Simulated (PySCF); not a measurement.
Simulation results for B2H2N, AlCl2

Computed with PySCF 2.14.0. Calculation on a computer-drawn molecule: vertical ionisation energy to the stated ion spin, frozen-core CCSD(T) at the basis limit and cheaper methods, single-reference cases, UHF for radicals, no spin-orbit; all values are single points at the evaluated structure, the first of each entry, which is the reference or a displaced copy of it and isn't optimised; the reference structure only sets the zero of the energies above reference; triples share is (T) over the correlation energy.

Common to all runs: charge 0; multiplicity 2; ion multiplicity 1; diffuse functions no; reference is the Hartree-Fock double-zeta minimum; best is HF at quadruple zeta + MP2 correlation extrapolated from triple and quadruple zeta + CCSD(T) minus MP2 at triple zeta; basis step is the size of the change from the same recipe one zeta lower.

(1) B2H2N

Evaluated structure:
```xyz
5
B2H2N
B      1.2796     0.8217    -2.7128
N      1.8871     1.4146    -1.6936
B      2.7380     1.9511    -0.7710
H      0.5408     0.3830    -3.4904
H      3.9156     2.3088    -0.9395
```

Reference structure:
```xyz
5
B2H2N
B      1.2169     0.8148    -2.6765
N      1.9949     1.3688    -1.8696
B      2.7704     1.9672    -0.8991
H      0.4862     0.2960    -3.4295
H      3.8787     2.4028    -1.0216
```

It was run with basis cc-pVnZ.

Results for B2H2N: ionisation energy best 7.31 eV; ionisation energy basis step 0.0154 eV; energy above reference best 4.699 kcal/mol; energy above reference basis step 0.7395 kcal/mol; total energy HF triple zeta -104.9795 hartree; total energy CCSD(T) triple zeta -105.3831 hartree; total energy best -105.4325 hartree; T1 diagnostic at triple zeta 0.02707; D1 diagnostic at triple zeta 0.08559; spin squared at triple zeta 0.8293; ion T1 diagnostic at triple zeta 0.01785; ion D1 diagnostic at triple zeta 0.04664; triples share at triple zeta 0.04819; basis functions triple zeta 118; dipole magnitude HF at triple zeta 2.621 debye; dipole magnitude CCSD unrelaxed at triple zeta 2.174 debye; dipole magnitude PBE at triple zeta 1.796 debye; dipole magnitude r2SCAN at triple zeta 1.864 debye; dipole magnitude B3LYP at triple zeta 2.041 debye; dipole magnitude wB97X at triple zeta 2.409 debye.

Drawn bonds:
```
atom  other atom  order
   1           2      1
   2           3      2
   1           4      1
   3           5      1
```

Triple zeta:
```
 method  ionisation energy (eV)  energy above reference (kcal/mol)
     HF                   6.784                              7.701
    PBE                   7.479                              2.742
 r2SCAN                   7.581                              3.883
  B3LYP                   7.443                              4.617
  wB97X                   7.254                              5.536
    MP2                   7.092                              6.041
   CCSD                   7.252                              4.895
CCSD(T)                    7.26                              4.078
```

(2) B2H2N

Evaluated structure:
```xyz
5
B2H2N
B      1.2576     0.8253    -2.6225
N      2.0383     1.3387    -1.9280
B      2.7334     1.9059    -0.9904
H      0.4620     0.3371    -3.4520
H      3.8455     2.3697    -1.0012
```

Reference structure:
```xyz
5
B2H2N
B      1.2169     0.8148    -2.6765
N      1.9949     1.3688    -1.8696
B      2.7704     1.9672    -0.8991
H      0.4862     0.2960    -3.4295
H      3.8787     2.4028    -1.0216
```

It was run with basis cc-pVnZ.

The calculation gives: ionisation energy best 7.21 eV; ionisation energy basis step 0.02551 eV; energy above reference best 16.51 kcal/mol; energy above reference basis step 1.361 kcal/mol; total energy HF triple zeta -104.9691 hartree; total energy CCSD(T) triple zeta -105.3612 hartree; total energy best -105.4137 hartree; T1 diagnostic at triple zeta 0.0178; D1 diagnostic at triple zeta 0.05402; spin squared at triple zeta 0.771; ion T1 diagnostic at triple zeta 0.01431; ion D1 diagnostic at triple zeta 0.03656; triples share at triple zeta 0.04243; basis functions triple zeta 118; dipole magnitude HF at triple zeta 2.226 debye; dipole magnitude CCSD unrelaxed at triple zeta 1.831 debye; dipole magnitude PBE at triple zeta 1.561 debye; dipole magnitude r2SCAN at triple zeta 1.61 debye; dipole magnitude B3LYP at triple zeta 1.726 debye; dipole magnitude wB97X at triple zeta 1.937 debye.

Drawn bonds:
```
atom  other atom  order
   1           2      1
   2           3      2
   1           4      1
   3           5      1
```

Triple zeta:
```
 method  ionisation energy (eV)  energy above reference (kcal/mol)
     HF                   6.681                              14.22
    PBE                   7.367                              16.95
 r2SCAN                   7.458                              15.91
  B3LYP                   7.342                              15.37
  wB97X                   7.173                              15.38
    MP2                   7.069                              17.84
   CCSD                   7.146                               16.9
CCSD(T)                   7.155                              17.84
```

(3) B2H2N

Evaluated structure:
```xyz
5
B2H2N
B      1.3371     0.7934    -2.6660
N      2.0183     1.4437    -1.8722
B      2.6927     1.9496    -0.9101
H      0.5010     0.2736    -3.4132
H      3.9311     2.4460    -1.0285
```

Reference structure:
```xyz
5
B2H2N
B      1.2169     0.8148    -2.6765
N      1.9949     1.3688    -1.8696
B      2.7704     1.9672    -0.8991
H      0.4862     0.2960    -3.4295
H      3.8787     2.4028    -1.0216
```

Here we set basis cc-pVnZ.

It finds ionisation energy best 7.273 eV; ionisation energy basis step 0.0246 eV; energy above reference best 12.88 kcal/mol; energy above reference basis step 0.8405 kcal/mol; total energy HF triple zeta -104.9707 hartree; total energy CCSD(T) triple zeta -105.3680 hartree; total energy best -105.4194 hartree; T1 diagnostic at triple zeta 0.02096; D1 diagnostic at triple zeta 0.06191; spin squared at triple zeta 0.7855; ion T1 diagnostic at triple zeta 0.01516; ion D1 diagnostic at triple zeta 0.03884; triples share at triple zeta 0.04493; basis functions triple zeta 118; dipole magnitude HF at triple zeta 2.852 debye; dipole magnitude CCSD unrelaxed at triple zeta 2.31 debye; dipole magnitude PBE at triple zeta 1.942 debye; dipole magnitude r2SCAN at triple zeta 2.028 debye; dipole magnitude B3LYP at triple zeta 2.174 debye; dipole magnitude wB97X at triple zeta 2.469 debye.

Drawn bonds:
```
atom  other atom  order
   1           2      1
   2           3      2
   1           4      1
   3           5      1
```

Triple zeta:
```
 method  ionisation energy (eV)  energy above reference (kcal/mol)
     HF                   6.761                              13.21
    PBE                   7.456                              11.44
 r2SCAN                   7.556                              11.66
  B3LYP                   7.426                              11.84
  wB97X                   7.247                              12.24
    MP2                   7.126                              14.47
   CCSD                   7.207                              13.37
CCSD(T)                   7.222                              13.55
```

(4) B2H2N

Evaluated structure:
```xyz
5
B2H2N
B      1.3371     0.7934    -2.6660
N      2.0006     1.4268    -1.8928
B      2.6750     1.9327    -0.9307
H      0.5010     0.2736    -3.4132
H      3.9134     2.4291    -1.0491
```

Reference structure:
```xyz
5
B2H2N
B      1.2169     0.8148    -2.6765
N      1.9949     1.3688    -1.8696
B      2.7704     1.9672    -0.8991
H      0.4862     0.2960    -3.4295
H      3.8787     2.4028    -1.0216
```

Here we set basis cc-pVnZ.

The calculation gives: ionisation energy best 7.332 eV; ionisation energy basis step 0.02661 eV; energy above reference best 16.41 kcal/mol; energy above reference basis step 1.177 kcal/mol; total energy HF triple zeta -104.9669 hartree; total energy CCSD(T) triple zeta -105.3619 hartree; total energy best -105.4138 hartree; T1 diagnostic at triple zeta 0.01948; D1 diagnostic at triple zeta 0.0586; spin squared at triple zeta 0.7762; ion T1 diagnostic at triple zeta 0.01491; ion D1 diagnostic at triple zeta 0.03844; triples share at triple zeta 0.0439; basis functions triple zeta 118; dipole magnitude HF at triple zeta 2.762 debye; dipole magnitude CCSD unrelaxed at triple zeta 2.256 debye; dipole magnitude PBE at triple zeta 1.924 debye; dipole magnitude r2SCAN at triple zeta 2.007 debye; dipole magnitude B3LYP at triple zeta 2.14 debye; dipole magnitude wB97X at triple zeta 2.405 debye.

Drawn bonds:
```
atom  other atom  order
   1           2      1
   2           3      2
   1           4      1
   3           5      1
```

Triple zeta:
```
 method  ionisation energy (eV)  energy above reference (kcal/mol)
     HF                   6.843                              15.62
    PBE                   7.499                              15.62
 r2SCAN                   7.603                              15.42
  B3LYP                   7.479                              15.31
  wB97X                    7.31                              15.49
    MP2                     7.2                              17.96
   CCSD                   7.269                               16.9
CCSD(T)                    7.28                               17.4
```

(5) B2H2N

Evaluated structure:
```xyz
5
B2H2N
B      1.3371     0.7934    -2.6660
N      2.0360     1.4606    -1.8516
B      2.7104     1.9665    -0.8895
H      0.5010     0.2736    -3.4132
H      3.9488     2.4629    -1.0079
```

Reference structure:
```xyz
5
B2H2N
B      1.2169     0.8148    -2.6765
N      1.9949     1.3688    -1.8696
B      2.7704     1.9672    -0.8991
H      0.4862     0.2960    -3.4295
H      3.8787     2.4028    -1.0216
```

Settings of this run: basis cc-pVnZ.

Results for B2H2N: ionisation energy best 7.22 eV; ionisation energy basis step 0.02173 eV; energy above reference best 11.44 kcal/mol; energy above reference basis step 0.5006 kcal/mol; total energy HF triple zeta -104.9712 hartree; total energy CCSD(T) triple zeta -105.3708 hartree; total energy best -105.4217 hartree; T1 diagnostic at triple zeta 0.02278; D1 diagnostic at triple zeta 0.06646; spin squared at triple zeta 0.7992; ion T1 diagnostic at triple zeta 0.01546; ion D1 diagnostic at triple zeta 0.03931; triples share at triple zeta 0.04593; basis functions triple zeta 118; dipole magnitude HF at triple zeta 2.899 debye; dipole magnitude CCSD unrelaxed at triple zeta 2.344 debye; dipole magnitude PBE at triple zeta 1.946 debye; dipole magnitude r2SCAN at triple zeta 2.034 debye; dipole magnitude B3LYP at triple zeta 2.19 debye; dipole magnitude wB97X at triple zeta 2.509 debye.

Drawn bonds:
```
atom  other atom  order
   1           2      1
   2           3      2
   1           4      1
   3           5      1
```

Triple zeta:
```
 method  ionisation energy (eV)  energy above reference (kcal/mol)
     HF                   6.686                              12.89
    PBE                   7.419                              9.326
 r2SCAN                   7.515                              9.968
  B3LYP                   7.379                              10.41
  wB97X                   7.188                              11.08
    MP2                   7.049                              13.26
   CCSD                    7.15                              11.94
CCSD(T)                   7.168                              11.82
```

(6) B2H2N

Evaluated structure:
```xyz
5
B2H2N
B      1.3371     0.7934    -2.6660
N      2.0653     1.4886    -1.8174
B      2.7397     1.9945    -0.8553
H      0.5010     0.2736    -3.4132
H      3.9781     2.4909    -0.9737
```

Reference structure:
```xyz
5
B2H2N
B      1.2169     0.8148    -2.6765
N      1.9949     1.3688    -1.8696
B      2.7704     1.9672    -0.8991
H      0.4862     0.2960    -3.4295
H      3.8787     2.4028    -1.0216
```

Settings of this run: basis cc-pVnZ.

Results for B2H2N: ionisation energy best 7.143 eV; ionisation energy basis step 0.01615 eV; energy above reference best 12.69 kcal/mol; energy above reference basis step 0.04467 kcal/mol; total energy HF triple zeta -104.9664 hartree; total energy CCSD(T) triple zeta -105.3695 hartree; total energy best -105.4197 hartree; T1 diagnostic at triple zeta 0.027; D1 diagnostic at triple zeta 0.08121; spin squared at triple zeta 0.8357; ion T1 diagnostic at triple zeta 0.01603; ion D1 diagnostic at triple zeta 0.0403; triples share at triple zeta 0.04742; basis functions triple zeta 118; dipole magnitude HF at triple zeta 2.847 debye; dipole magnitude CCSD unrelaxed at triple zeta 2.346 debye; dipole magnitude PBE at triple zeta 1.929 debye; dipole magnitude r2SCAN at triple zeta 2.012 debye; dipole magnitude B3LYP at triple zeta 2.175 debye; dipole magnitude wB97X at triple zeta 2.513 debye.

Drawn bonds:
```
atom  other atom  order
   1           2      1
   2           3      2
   1           4      1
   3           5      1
```

Triple zeta:
```
 method  ionisation energy (eV)  energy above reference (kcal/mol)
     HF                   6.581                              15.91
    PBE                   7.371                              9.421
 r2SCAN                   7.462                              10.73
  B3LYP                   7.316                               11.6
  wB97X                   7.105                              12.77
    MP2                   6.911                              15.51
   CCSD                    7.07                              13.24
CCSD(T)                   7.092                              12.63
```

(7) AlCl2

Evaluated structure:
```xyz
3
AlCl2
Cl     0.6710    -0.4172    -1.5937
Al    -0.6353     0.8067    -0.4686
Cl    -2.3476     1.5792    -1.4387
```

Reference structure:
```xyz
3
AlCl2
Cl     0.6710    -0.4172    -1.5937
Al    -0.6353     0.8067    -0.4686
Cl    -2.3476     1.5792    -1.4387
```

Here we set basis cc-pV(n+d)Z.

The calculation gives: ionisation energy best 8.841 eV; ionisation energy basis step 0.06566 eV; energy above reference best 0 kcal/mol; energy above reference basis step 0 kcal/mol; total energy HF triple zeta -1161.0941 hartree; total energy CCSD(T) triple zeta -1161.5721 hartree; total energy best -1161.6574 hartree; T1 diagnostic at triple zeta 0.01216; D1 diagnostic at triple zeta 0.03842; spin squared at triple zeta 0.7535; ion T1 diagnostic at triple zeta 0.01421; ion D1 diagnostic at triple zeta 0.04201; triples share at triple zeta 0.04154; basis functions triple zeta 117; dipole magnitude HF at triple zeta 1.8 debye; dipole magnitude CCSD unrelaxed at triple zeta 1.575 debye; dipole magnitude PBE at triple zeta 1.418 debye; dipole magnitude r2SCAN at triple zeta 1.531 debye; dipole magnitude B3LYP at triple zeta 1.616 debye; dipole magnitude wB97X at triple zeta 1.585 debye.

Drawn bonds:
```
atom  other atom  order
   1           2      1
   2           3      1
```

Triple zeta:
```
 method  ionisation energy (eV)  energy above reference (kcal/mol)
     HF                   8.764                                  0
    PBE                   8.754                                  0
 r2SCAN                    8.95                                  0
  B3LYP                   8.903                                  0
  wB97X                   8.869                                  0
    MP2                   8.745                                  0
   CCSD                   8.795                                  0
CCSD(T)                   8.754                                  0
```

(8) AlCl2

Evaluated structure:
```xyz
3
AlCl2
Cl     0.6711    -0.4172    -1.5934
Al    -0.6353     0.8066    -0.4685
Cl    -2.3475     1.5793    -1.4388
```

Reference structure:
```xyz
3
AlCl2
Cl     0.6710    -0.4172    -1.5937
Al    -0.6353     0.8067    -0.4686
Cl    -2.3476     1.5792    -1.4387
```

It was run with basis cc-pV(n+d)Z.

Drawn bonds:
```
atom  other atom  order
   1           2      1
   2           3      1
```

Q: AlCl2 (entry 8): total energy HF triple zeta?
A: -1161.0941 hartree

Q: Estimate the dipole magnitude PBE at triple zeta of AlCl2 (entry 8).
A: 1.418 debye

Q: AlCl2 (entry 8): energy above reference basis step?
A: 5.774e-05 kcal/mol

Q: Give the missing dipole magnitude HF at triple zeta for AlCl2 (entry 8).
A: 1.799 debye

Further results for AlCl2 (entry 8):

* ionisation energy best: 8.84 eV
* ionisation energy basis step: 0.06566 eV
* energy above reference best: -0.0001229 kcal/mol
* total energy CCSD(T) triple zeta: -1161.5721 hartree
* total energy best: -1161.6574 hartree
* T1 diagnostic at triple zeta: 0.01216
* D1 diagnostic at triple zeta: 0.03842
* spin squared at triple zeta: 0.7535
* ion T1 diagnostic at triple zeta: 0.01421
* ion D1 diagnostic at triple zeta: 0.042
* triples share at triple zeta: 0.04154
* basis functions triple zeta: 117
* dipole magnitude CCSD unrelaxed at triple zeta: 1.575 debye
* dipole magnitude r2SCAN at triple zeta: 1.53 debye
* dipole magnitude B3LYP at triple zeta: 1.616 debye
* dipole magnitude wB97X at triple zeta: 1.585 debye

Triple zeta:
```
 method  ionisation energy (eV)  energy above reference (kcal/mol)
     HF                   8.764                          -0.000101
    PBE                   8.754                         -6.149e-05
 r2SCAN                    8.95                          -0.000105
  B3LYP                   8.903                         -9.083e-05
  wB97X                   8.869                          -0.000166
    MP2                   8.745                         -0.0001116
   CCSD                   8.795                         -0.0001344
CCSD(T)                   8.754                         -0.0001187
```
